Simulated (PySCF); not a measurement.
**Electron correlation in Au (gold, neutral)**

[Xe] 4f14 5d10 6s1, 2S determinant. All numbers are calculated (PySCF 2.14, a scalar-relativistic core potential, in def2-TZVPPD with the def2 core potential (60 electrons) (6s5p3d2f1g, 59 functions)). Frozen: nothing; 19 electrons correlated.

MP2 pair energies summed by pair of shells (mhartree):

```csv
pair,energy,share (%)
5d-5d,-321.34,54.7
5p-5d,-137.90,23.5
5d-6s,-50.41,8.6
5p-5p,-34.27,5.8
5s-5d,-20.27,3.5
5s-5p,-15.35,2.6
5p-6s,-4.72,0.8
5s-5s,-2.45,0.4
5s-6s,-0.24,0.0
```

Total MP2 correlation energy: -586.94 mhartree.

Same-spin part -198.36 and opposite-spin part -388.58 mhartree; SCS-MP2 scales them by 1/3 and 6/5 to -532.42 mhartree.

The basis has no tight functions for the innermost shells, so their pair energies are far from complete.

This basis was not built for core-valence correlation, so the inner-shell part is incomplete.
